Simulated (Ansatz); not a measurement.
`C[SiH](O)[SiH3]` + H₂S → `C[SiH](O)S` + SiH₄ at 600 K and 1 bar (cleavage of the Si–Si bond).

Program: Ansatz. Geometries: PBE0-D4/def2-TZVP. ΔE: electronic, gas phase. CBS: MP2 limit from def2 TZ/QZ plus the TZ coupled-cluster correction, frozen cores. This one scheme is used for every species. One conformer a species, not always the lowest.

| species | CCSD(T)/CBS energy (Eh) | H − E (kJ/mol) | S (J/(mol·K)) |
| --- | --- | --- | --- |
| `C[SiH](O)[SiH3]` | -696.24702 | 291.6 | 466.7 |
| H₂S | -398.97279 | 60.8 | 230.9 |
| `C[SiH](O)S` | -803.78841 | 243.6 | 426.8 |
| SiH₄ | -291.46306 | 108.7 | 242.3 |

H − E and S are ideal-gas, rigid-rotor, harmonic terms from PBE0-D4/def2-TZVP, for one conformer and one mirror image of each species. 1 Eh = 2625.50 kJ/mol, R = 8.31446 J/(mol·K).

Task: By hand: ΔE, ΔH, ΔS and ΔG.

Result: ΔE = (-803.78841) + (-291.46306) − (-696.24702) − (-398.97279) = -0.03166 Eh = -83.1 kJ/mol. Δ(H − E) = 243.6 + 108.7 − 291.6 − 60.8 = -0.1, so ΔH = -83.2 kJ/mol. ΔS = 426.8 + 242.3 − 466.7 − 230.9 = -28.5 J/(mol·K). ΔG = -83.2 − 600 × (-28.5)/1000 = -66.1 kJ/mol.

Task: By hand: the equilibrium constant, and the temperature at which ΔG would vanish if ΔH and ΔS stayed fixed.

Result: log₁₀ K = −ΔG/(RT ln 10) = 5.8. ΔG = 0 at ΔH/ΔS = 2919 K, far beyond where these terms or the molecules hold.

ΔH outweighs TΔS. A doubt of 5 kJ/mol in ΔE shifts log₁₀ K by 0.4 here. Other conformers and mirror images would add mixing entropy, several J/(mol·K) or more a flexible species. These are equilibria of isolated gas molecules and say nothing of rates. Largest T1 diagnostic: 0.012 (customary marks: 0.02 for closed shells, 0.045 for open ones).
